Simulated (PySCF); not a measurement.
**Which determinant of InI⁺ lies lowest?**

Unrestricted PBE0; PySCF, scalar-relativistic core potentials, basis sets In cc-pVDZ-PP with ECP28, I cc-pVDZ-PP with ECP28. Outer shells of the fragments: In+ 4d10 5s2; I 4d10 5s2 5p5.

Followed along the bond (rough minima from three points):

```tsv
2Ms+1	unpaired	⟨S²⟩ at the start	R at minimum (Å)	Te (eV)
2	π ↑	0.75	3.38	0.00
2	σ ↑	0.76	2.75	0.07
4	σ ↑, π ↑↑	3.76	2.96	4.05
```

Solutions found at the starting distance of 2.800 Å, counted from the lowest of them; the search is not exhaustive and high or unbound solutions are not listed, so other states can lie among these:

```json
{"2Ms+1": "2", "unpaired": "σ ↑", "term": "²Σ⁺", "E (eV)": "0.00", "⟨S²⟩": "0.76", "⟨Lz²⟩": "0.00", "μ (D)": "-5.06"}
{"2Ms+1": "2", "unpaired": "π ↑", "term": "²Π", "E (eV)": "0.38", "⟨S²⟩": "0.75", "⟨Lz²⟩": "1.01", "μ (D)": "-1.81"}
{"2Ms+1": "4", "unpaired": "σ ↑, π ↑↑", "term": "mixed", "E (eV)": "4.02", "⟨S²⟩": "3.76", "⟨Lz²⟩": "2.01", "μ (D)": "-0.10"}
{"2Ms+1": "4", "unpaired": "σ ↑, π ↑↑", "term": "mixed", "E (eV)": "4.15", "⟨S²⟩": "3.76", "⟨Lz²⟩": "2.01", "μ (D)": "-0.07"}
{"2Ms+1": "2", "unpaired": "σ ↑, π ↑↓", "term": "mixed", "E (eV)": "4.28", "⟨S²⟩": "1.75", "⟨Lz²⟩": "2.01", "μ (D)": "-0.25"}
{"2Ms+1": "4", "unpaired": "σ ↑↑, π ↑", "term": "⁴Π", "E (eV)": "5.54", "⟨S²⟩": "3.75", "⟨Lz²⟩": "1.01", "μ (D)": "0.37"}
{"2Ms+1": "4", "unpaired": "σ ↑↑, π ↑", "term": "⁴Π", "E (eV)": "6.24", "⟨S²⟩": "3.75", "⟨Lz²⟩": "1.00", "μ (D)": "-2.63"}
{"2Ms+1": "4", "unpaired": "π ↑↑↑", "term": "⁴Π", "E (eV)": "6.59", "⟨S²⟩": "3.76", "⟨Lz²⟩": "1.00", "μ (D)": "5.70"}
{"2Ms+1": "4", "unpaired": "σ ↑↑↑", "term": "⁴Σ⁺", "E (eV)": "7.85", "⟨S²⟩": "3.76", "⟨Lz²⟩": "0.00", "μ (D)": "-2.86"}
```

A term symbol is given only where ⟨S²⟩ and ⟨Lz²⟩ are close to those of a pure state; real π, δ and φ orbitals otherwise mix terms. A positive dipole points towards I; it is taken about the centre of mass and depends on that origin.

**Question.** Compare the gap between the two lowest followed solutions at the starting distance with the gap between their minima.

**Answer.** At PBE0 the second solution (doublet, unpaired electrons σ ↑) lies -0.38 eV from the first (doublet, unpaired electrons π ↑) at 2.800 Å and +0.07 eV at the minima; the two curves relax by different amounts, since their minima lie near 2.75 and 3.38 Å.

Spin–orbit coupling is left out. Counting both spins, an empty level lies below a filled one in some of these solutions, because spin and occupation are held.
